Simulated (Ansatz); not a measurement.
Relaxation of C₃H₁₂AlNSi (18 atoms, charge 0, multiplicity 1), to a largest force component of 0.015 eV/Å in at most 40 steps.

Level of theory: Ansatz, RKS B3LYP/6-31G*.

```xyz
18
Properties=species:S:1:pos:R:3:forces:R:3
C 0.414 -2.212 -0.010 -1.34 1.93 0.20
Al 0.676 -0.350 -0.764 0.41 -0.70 0.00
C 2.397 0.098 -1.610 0.98 -0.20 1.75
C -0.677 1.044 -0.672 -2.37 -0.69 -0.60
Si -1.164 1.398 1.097 0.33 -0.10 0.21
N -1.858 -0.033 1.894 -0.50 0.85 0.84
H -0.638 -2.228 0.389 0.89 -0.33 -0.27
H 0.529 -2.902 -0.834 0.23 -0.67 0.02
H 1.101 -2.349 0.831 0.10 -0.43 -0.18
H 2.900 0.938 -1.019 -0.51 -0.81 -0.83
H 3.084 -0.791 -1.533 -0.43 0.75 -0.28
H 2.290 0.400 -2.636 0.13 0.27 -0.67
H -0.440 1.988 -1.176 0.21 0.00 -0.01
H -1.683 0.678 -1.175 1.70 0.51 0.74
H -2.150 2.482 1.167 -0.25 0.62 -0.02
H 0.058 1.850 1.848 -0.20 -0.14 0.06
H -2.724 -0.251 1.378 0.26 -0.18 0.45
H -2.153 0.252 2.875 0.35 -0.66 -1.42
```

Question: Where does it end, and by what steps?

Answer: The forces met the threshold. The force dipped under the threshold on the way, but the program's further checks kept it going. After 32 steps the energy has fallen by 1.128 eV; H18 moved furthest, 2.76 Å. Joined: Al2–N6 (3.69 → 2.13 Å).

```csv
step,energy less start (eV),largest force component (eV/Å),accepted
0,0.0000,2.368,yes
2,-0.3872,1.028,yes
4,-0.4573,0.314,no
6,-0.4825,0.079,yes
8,-0.5046,0.150,yes
10,-0.5423,0.306,yes
12,-0.6189,0.188,yes
14,-0.7360,0.225,yes
16,-0.9177,0.432,yes
18,-1.0552,0.511,yes
20,-1.0855,0.089,yes
22,-1.1092,0.187,yes
24,-1.1193,0.159,yes
26,-1.1251,0.075,yes
28,-1.1267,0.031,yes
30,-1.1274,0.012,yes
32,-1.1275,0.010,yes
```

```xyz
18
Properties=species:S:1:pos:R:3
C -0.260 -2.256 -0.455
Al 0.332 -0.364 -0.368
C 2.257 0.094 -0.503
C -0.997 1.046 -1.052
Si -1.422 1.533 0.671
N -0.295 0.348 1.539
H -1.322 -2.391 -0.206
H -0.128 -2.669 -1.465
H 0.314 -2.906 0.221
H 2.468 1.152 -0.291
H 2.877 -0.501 0.183
H 2.643 -0.099 -1.514
H -0.541 1.851 -1.638
H -1.842 0.638 -1.617
H -2.788 1.222 1.177
H -1.016 2.885 1.145
H -0.758 -0.345 2.125
H 0.441 0.775 2.100
```

The run took 2.1 min on 2 threads of Intel(R) Xeon(R) Platinum 8488C (Sapphire Rapids), on a shared host, peak memory 0.34 GiB.
